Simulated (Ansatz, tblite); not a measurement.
Removing and adding an electron: the cluster GaO₂H. Charge 0, multiplicity 1. Geometry: B3LYP-D4/def2-TZVP. Ansatz, gas phase; energy differences of separate SCF runs; the oxidised species was run as a doublet alone; the reduced species was run as a doublet alone.

```xyz
4

Ga    0.176    0.496    0.288
O     0.623    2.027    0.725
O    -0.283   -1.167   -0.048
H    -0.515   -1.356   -0.965
```

The xTB rows come from tblite. Correlated methods freeze 11 core orbitals; core or outer-core shells of Ga are correlated, in sets that lack core-valence functions. The structure comes from a short search, and lower isomers may exist.

**Question.** Estimate orbital energies and vertical ionisation energies and electron affinities at: GFN1-xTB; GFN2-xTB; HF/def2-TZVPD; HF/def2-TZVPP; PBE-D4/def2-TZVP; PBE-D4/def2-TZVPD; r2SCAN-D4/def2-TZVP; r2SCAN-D4/def2-TZVPD; PBE0-D4/def2-TZVP; PBE0-D4/def2-TZVPD; MP2/def2-TZVPD; MP2/def2-TZVPP; CCSD/def2-TZVPD; CCSD/def2-TZVPP; CCSD(T)/def2-TZVPD; CCSD(T)/def2-TZVPP.

**Answer.** 
```tsv
level	−HOMO (eV)	vertical IE (eV)	−LUMO (eV)	vertical EA (eV)	HOMO–LUMO gap (eV)	IE − EA (eV)	remarks
GFN1-xTB	13.00	17.46	7.48	3.81	5.51	13.65	–
GFN2-xTB	12.90	17.19	9.73	5.60	3.16	11.58	–
HF/def2-TZVPD	–	–	–	0.04	–	–	–
HF/def2-TZVPP	–	7.84	–	–	–	–	–
PBE-D4/def2-TZVP	6.39	10.21	3.08	–	3.32	–	–
PBE-D4/def2-TZVPD	6.48	–	3.22	0.72	3.26	–	HOMO above zero (-1 doublet)
r2SCAN-D4/def2-TZVP	6.67	10.04	2.85	–	3.83	–	–
r2SCAN-D4/def2-TZVPD	6.73	–	2.96	0.68	3.77	–	HOMO above zero (-1 doublet)
PBE0-D4/def2-TZVP	7.80	9.94	2.15	–	5.65	–	–
PBE0-D4/def2-TZVPD	7.87	–	2.33	0.66	5.53	–	HOMO above zero (-1 doublet)
MP2/def2-TZVPD	–	–	–	0.47	–	–	–
MP2/def2-TZVPP	–	10.50	–	–	–	–	–
CCSD/def2-TZVPD	–	–	–	0.48	–	–	large T1 (0.023) (singlet)
CCSD/def2-TZVPP	–	9.84	–	–	–	–	large T1 (0.023) (singlet)
CCSD(T)/def2-TZVPD	–	–	–	0.54	–	–	large T1 (0.023) (singlet)
CCSD(T)/def2-TZVPP	–	10.08	–	–	–	–	large T1 (0.023) (singlet)
```

Relaxing the oxidised species (B3LYP-D4/def2-TZVP) changes its energy by -0.17 eV at PBE-D4/def2-TZVP, so the adiabatic ionisation energy to this nearest minimum is 10.03 eV. At PBE0-D4/def2-TZVP it is 9.73 eV.     A HOMO above zero means that the electron is unbound at that level or that self-interaction error raises the level; the energy of removing that electron tells which. Raw xTB energy differences between charge states are shifted by several eV; the methods need an empirical correction for them.
